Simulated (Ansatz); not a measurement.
`BCCBC` + H₂ → `BCCB` + CH₄ at 500 K and 1 bar (hydrogenolysis of a B–C bond).

Calculated with Ansatz (gas phase, PBE0-D4/def2-TZVP geometries, no zero-point term in ΔE). CBS: MP2 limit from def2 TZ/QZ plus the TZ coupled-cluster correction, frozen cores. This one scheme is used for every species. One conformer a species, not always the lowest.

| species | CCSD(T)/CBS energy (Eh) | H − E (kJ/mol) | S (J/(mol·K)) |
| --- | --- | --- | --- |
| `BCCBC` | -169.74101 | 379.3 | 437.6 |
| H₂ | -1.17544 | 41.0 | 145.5 |
| `BCCB` | -130.46678 | 296.3 | 345.2 |
| CH₄ | -40.46206 | 135.6 | 206.8 |

H − E and S are ideal-gas, rigid-rotor, harmonic terms from PBE0-D4/def2-TZVP, for one conformer and one mirror image of each species. The MP2-based limit puts H₂ 0.8 mEh under its directly extrapolated value; such offsets cancel only in part. 1 Eh = 2625.50 kJ/mol, R = 8.31446 J/(mol·K).

Q: By hand: ΔE, ΔH, ΔS and ΔG.

A: ΔE = (-130.46678) + (-40.46206) − (-169.74101) − (-1.17544) = -0.01239 Eh = -32.5 kJ/mol. Δ(H − E) = 296.3 + 135.6 − 379.3 − 41.0 = 11.6, so ΔH = -20.9 kJ/mol. ΔS = 345.2 + 206.8 − 437.6 − 145.5 = -31.1 J/(mol·K). ΔG = -20.9 − 500 × (-31.1)/1000 = -5.3 kJ/mol.

Q: By hand: the equilibrium constant, and the temperature at which ΔG would vanish if ΔH and ΔS stayed fixed.

A: log₁₀ K = −ΔG/(RT ln 10) = 0.6. ΔG = 0 at ΔH/ΔS = 672 K.

TΔS isn't small against ΔH here. The sign of ΔG lies within the doubt. A doubt of 5 kJ/mol in ΔE shifts log₁₀ K by 0.5 here. Other conformers and mirror images would add mixing entropy, several J/(mol·K) or more a flexible species. Modes under 60 cm⁻¹, often nearly free rotors, make the harmonic entropy too high. These are equilibria of isolated gas molecules and say nothing of rates. Largest T1 diagnostic: 0.011 (customary marks: 0.02 for closed shells, 0.045 for open ones).
